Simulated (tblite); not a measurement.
C3H12N2OSi2.
SMILES with atom numbers: `[NH2:1][CH2:2][CH2:3][C:4](=[O:5])[Si@H:6]([NH2:7])[SiH3:8]` (hydrogens: H9, H10 on N1; H11, H12 on C2; H13, H14 on C3; H15 on Si6; H16, H17 on N7; H18, H19, H20 on Si8)

A start from a force field or distance geometry was refined with GFN2-xTB geometry optimisation, gas phase (tblite). Values at the start:

```csv
coordinate,start
N1–C2,1.474 Å
N1–H9,1.062 Å
C2–C3,1.504 Å
C2–H11,1.115 Å
C2–H12,1.116 Å
C3–C4,1.499 Å
C3–H13,1.086 Å
C3–H14,1.126 Å
C4=O5,1.227 Å
C4–Si6,1.861 Å
Si6–N7,1.796 Å
Si6–Si8,2.197 Å
Si6–H15,1.457 Å
N7–H16,1.078 Å
Si8–H18,1.487 Å
N1–C2–C3,104.3°
C2–C3–C4,112.0°
C3–C4–O5,121.3°
C3–C4–Si6,117.4°
C4–Si6–N7,104.4°
C4–Si6–Si8,109.3°
O5–C4–Si6,121.3°
N7–Si6–Si8,113.4°
N1–C2–C3–C4,180°
C2–C3–C4–O5,-1°
C3–C4–Si6–N7,-113°
```

Question: How do these coordinates change at the GFN2-xTB level?

Answer: 
```
  coordinate  GFN2-xTB (Å or °)  change
     Si6–Si8              2.309  +0.112
      C4–Si6              1.934  +0.073
      Si6–N7              1.725  -0.071
      N7–H16              1.008  -0.070
       N1–H9              1.015  -0.047
       C2–C3              1.536  +0.032
      C3–H14              1.094  -0.032
       N1–C2              1.449  -0.025
      C2–H12              1.092  -0.024
      C2–H11              1.093  -0.022
     Si8–H18              1.468  -0.019
     Si6–H15              1.472  +0.015
       C4=O5              1.213  -0.014
       C3–C4              1.513  +0.014
      C3–H13              1.095  +0.009
    N1–C2–C3              115.0   +10.7
   C4–Si6–N7              112.6    +8.2
  N7–Si6–Si8              109.6    -3.8
  C4–Si6–Si8              107.7    -1.6
   O5–C4–Si6              119.7    -1.6
    C2–C3–C4              113.4    +1.4
   C3–C4–Si6              118.2    +0.8
    C3–C4–O5              122.1    +0.8
C3–C4–Si6–N7               -155     -42
 C2–C3–C4–O5                 18     +19
 N1–C2–C3–C4               -175      +5
```

The energy falls by 0.925 eV over 180 L-BFGS steps, the largest force on an atom goes from 2.44 to 0.009 eV/Å, and the atoms move by 0.641 Å rms after alignment. The bond that changes most is Si6–Si8 (SiH silicon to SiH3 silicon), which lengthens by 0.112 Å. Bonds longer at the end by more than 0.005 Å: 7 of 19; shorter: 12. Among the dihedrals that turn most is C3–C4–Si6–H15, from 2° to -42°. Rotational constants go from 2500, 638.8, 597.3 to 2124, 660.0, 564.9 MHz.

The run took 1.6 s on one thread, Arm Neoverse V1 (aarch64), on a shared host.

Its lowest GFN2-xTB frequency is 6 cm⁻¹, too small to tell a flat minimum from a shallow saddle. The numbers are those of one conformer. 3 starts were optimised and ended at 0.00, 0.56 and 0.93 kcal/mol (GFN2-xTB); the lowest of these is shown.

The numbers are calculated, not measured.
